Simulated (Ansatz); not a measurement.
This geometry of a periodic cell of 31 atoms, Al$_{30}$Si (host Al, host structure fcc, dopant Si, one Al atom removed) is a first-order saddle point.

These are results of DFT PBE, scalar-relativistic, plane waves, PAW in Ansatz, not measurements. Settings: PAW set soft_1, cutoff 420 eV, k mesh 2x2x2, fermi-dirac smearing 0.15 eV, no spin polarisation.

```xyz
31
Lattice="8.1000 0.0000 0.0000 0.0000 8.1000 0.0000 0.0000 0.0000 8.1000" Properties=species:S:1:pos:R:3
Al 3.958 0.000 0.107
Al 6.063 2.018 0.013
Al 5.970 0.000 2.119
Al 0.000 0.000 0.030
Al 1.993 2.051 0.021
Al 4.054 4.050 -0.068
Al 6.063 6.081 0.013
Si 3.208 0.000 2.869
Al 4.092 2.206 1.984
Al 6.145 4.050 2.022
Al 6.056 2.051 4.083
Al 6.046 0.000 6.077
Al -0.024 4.050 0.001
Al 1.993 6.049 0.021
Al -0.005 2.005 2.022
Al 2.001 4.050 2.040
Al 4.092 5.893 1.984
Al -0.007 0.000 4.025
Al 2.024 2.036 4.053
Al 4.037 4.050 4.076
Al 6.056 6.049 4.083
Al 2.052 0.000 6.083
Al 4.055 2.005 6.081
Al 6.075 4.050 6.101
Al -0.005 6.095 2.022
Al -0.011 4.050 4.072
Al 2.024 6.064 4.053
Al 0.001 2.054 6.076
Al 2.004 4.050 6.088
Al 4.055 6.095 6.081
Al 0.001 6.046 6.076
```

(1) Which two structures does it join? (They come from a converged band through this point; their orientation in space is the band's.)

(2) How far does it lie above each of them?

## Answers

(1) The atom that moves furthest is Si8, by 2.97 Å; four of its nearest neighbours are Al4 2.78, Al15 2.82, Al25 2.82, Al14 2.82 Å at the first end and Al12 2.78, Al11 2.82, Al23 2.82, Al21 2.82 Å at the last.

Image 0:

```xyz
31
Lattice="8.1000 0.0000 0.0000 0.0000 8.1000 0.0000 0.0000 0.0000 8.1000" Properties=species:S:1:pos:R:3
Al 4.025 0.001 0.018
Al 6.083 2.028 0.025
Al 6.080 -0.001 2.021
Al 0.014 0.001 0.029
Al 2.005 2.026 0.027
Al 4.037 4.052 0.031
Al 6.083 6.071 0.026
Si 1.975 0.001 1.995
Al 4.017 1.976 2.037
Al 6.078 4.048 2.021
Al 6.071 2.015 4.046
Al 6.071 -0.003 6.088
Al 0.009 4.051 0.029
Al 2.003 6.077 0.030
Al 0.013 2.023 2.023
Al 2.010 4.050 2.023
Al 4.018 6.121 2.037
Al 0.005 -0.001 4.046
Al 2.027 1.978 4.036
Al 4.028 4.048 4.042
Al 6.072 6.080 4.045
Al 2.003 0.000 6.098
Al 4.031 2.019 6.087
Al 6.082 4.051 6.091
Al 0.013 6.075 2.024
Al 0.022 4.048 4.050
Al 2.027 6.122 4.034
Al 0.009 2.030 6.098
Al 2.005 4.051 6.098
Al 4.030 6.081 6.086
Al 0.011 6.070 6.098
```

Image 8:

Only the atoms that move by more than 0.05 Å are listed.
```
Al6 4.068 4.050 -0.016
Si8 4.082 0.000 4.082
Al22 2.044 0.000 6.056
Al23 4.069 2.023 6.052
Al29 2.036 4.050 6.058
Al30 4.069 6.077 6.052
```

(2) 0.60 eV above the first and 0.60 eV above the second. This is the barrier of this one path; another mechanism may lie lower. Limits of this set-up: coarse k mesh, no spin, though dangling bonds at a vacancy may carry it, a small cell, in which the defect meets its images.

Run time: 18 min on 2 threads of Arm Neoverse V1 (shared host), peak memory 2.3 GiB.
